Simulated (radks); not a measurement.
Be IV, configuration 1s1. Calculated with a radial shooting solver on a logarithmic mesh with Libxc functionals: non-relativistic Kohn-Sham, exchange-only LDA, spin-polarised, spherical densities, point nucleus; open shells are filled with parallel spins first.

Radial electron density D(r) = 4 pi r^2 rho(r):

```
   r/bohr * D(r) (the largest magnitude, 2.13, reaches the edge; | marks zero)
  0.01259 |*
  0.01353 |*
  0.01465 |*
  0.01575 |*
  0.01706 | *
  0.01833 | *
  0.01986 | *
  0.02134 | *
  0.02312 |  *
  0.02484 |  *
  0.02691 |   *
  0.02892 |   *
  0.03133 |    *
  0.03367 |     *
  0.03648 |     *
   0.0392 |      *
  0.04246 |       *
  0.04563 |        *
  0.04943 |          *
  0.05312 |           *
  0.05755 |             *
  0.06185 |              *
  0.06646 |                *
    0.072 |                  *
  0.07737 |                    *
  0.08382 |                      *
  0.09007 |                         *
  0.09758 |                           *
   0.1049 |                              *
   0.1136 |                                 *
   0.1221 |                                   *
   0.1322 |                                      *
   0.1421 |                                         *
    0.154 |                                            *
   0.1654 |                                              *
   0.1792 |                                                 *
   0.1926 |                                                   *
   0.2086 |                                                    *
   0.2242 |                                                     *
   0.2429 |                                                      *
    0.261 |                                                      *
   0.2828 |                                                     *
   0.3039 |                                                    *
   0.3266 |                                                  *
   0.3538 |                                               *
   0.3802 |                                            *
   0.4118 |                                        *
   0.4426 |                                     *
   0.4794 |                                *
   0.5152 |                            *
   0.5582 |                       *
   0.5998 |                   *
   0.6498 |               *
   0.6983 |            *
   0.7564 |        *
   0.8129 |      *
   0.8806 |    *
   0.9464 |  *
    1.025 | *
    1.102 |*
    1.193 |*
    1.283 *
    1.389 *
    1.493 *
```

D(r) has 1 maximum, at r = 0.251 bohr.
